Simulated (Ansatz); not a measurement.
All values below come from frozen-core CCSD(T)/def2-TZVPP // PBE-D3(BJ)/def2-SVP run with Ansatz (a program for electronic structure).

Ansatz 0.2 input:
```yaml
crystal:
  periodic: [false, false, false]
  atoms:
    - { symbol: Zr, position_ang: [-0.032945, 0.046487, -0.030823] }
    - { symbol: O, position_ang: [0.097224, -1.074522, -1.54302] }
    - { symbol: H, position_ang: [0.163245, -1.647973, -2.320381] }
    - { symbol: H, position_ang: [1.606641, -0.071994, 0.859685] }
    - { symbol: H, position_ang: [-0.367071, 1.768997, -0.676197] }
    - { symbol: H, position_ang: [-1.44821, -0.612938, 0.997498] }
basis:
  gaussian: { orbitals: def2-TZVPP }
correlation:
  method: ccsd_t
```

Output:

```
Functional definition: HF
878 factors; integrals over basis functions are off by at most 9.1e-4 eV
mean field evaluation 1: about -3364.5437 eV, gradient 4.2e1 eV
mean field evaluation 2: about -3364.5478 eV, gradient 4.2e1 eV
mean field evaluation 4: about -3368.0428 eV, gradient 3.0e0 eV
mean field evaluation 8: about -3368.0795 eV, gradient 2.2e-1 eV
mean field evaluation 16: about -3364.5434 eV, gradient 4.2e1 eV
mean field -3368.07978670 eV, -123.7746491947 hartree, gradient 2.1e-6 eV, S^2 0.000000; 0 other end points of the search recorded, 0 dependent functions left out
1 core orbitals not correlated
reference -3368.07978670 eV, -123.7746491947 hartree; 11, 11 occupied and 131, 131 virtual orbitals, 878 factors
second order -16.29319191 eV of doubles, -0.00000000 eV of singles
cycle   1  -16.31760272 eV  change   -2.4e-2 eV  update   1.2e-1
cycle   2  -16.75090087 eV  change   -4.3e-1 eV  update   4.5e-2
cycle   3  -16.90420245 eV  change   -1.5e-1 eV  update   2.6e-2
cycle   4  -16.89575963 eV  change    8.4e-3 eV  update   7.7e-3
cycle   5  -16.88523045 eV  change    1.1e-2 eV  update   3.3e-3
cycle   6  -16.88699021 eV  change   -1.8e-3 eV  update   1.1e-3
cycle   7  -16.88693684 eV  change    5.3e-5 eV  update   4.8e-4
cycle   8  -16.88674502 eV  change    1.9e-4 eV  update   2.0e-4
cycle   9  -16.88684637 eV  change   -1.0e-4 eV  update   1.0e-4
cycle  10  -16.88682767 eV  change    1.9e-5 eV  update   3.5e-5
cycle  11  -16.88682488 eV  change    2.8e-6 eV  update   1.3e-5
perturbative correction -0.62827751 eV, -0.0230887727 hartree
Total energy: -3385.59488909 eV, -124.4183173353 hartree
```

Cost: roughly 22 core-seconds.
